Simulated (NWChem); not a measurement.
System: CH₄Si, singlet; SMILES C[SiH]

```xyz
6

Si     0.1293    -0.7706    -0.0004
H     -1.4153    -0.9400     0.0015
C      0.0459     1.1428    -0.0011
H      1.0371     1.6372    -0.0069
H     -0.5265     1.4937     0.8883
H     -0.5398     1.4972    -0.8803
```
Atoms are numbered in this order, from 1.

Low-valent species are run as closed-shell singlets; no triplet was tried in these runs. Geometry: optimised at PBE-D3(BJ)/def2-SVP.

 Unshifted, non-relativistic core excitations; the lowest 4 roots alone, so stronger bands may lie above.

Problem. List the first Si K-edge excitations from PBE/cc-pVTZ, restricted-window TDA (NWChem).

Solution. 
| state | energy (eV) | dipole oscillator strength | leading excitation (squared amplitude) |
|---|---|---|---|
| S1 | 1777.5 | 0.0056 | 1s of atom 1 or its equivalents → LUMO (1.00) |
| S2 | 1780.7 | 0.0013 | 1s of atom 1 or its equivalents → LUMO+1 (1.00) |
| S3 | 1782.1 | 0.0012 | 1s of atom 1 or its equivalents → LUMO+2 (0.99) |
| S4 | 1782.7 | 0.0007 | 1s of atom 1 or its equivalents → LUMO+3 (0.99) |
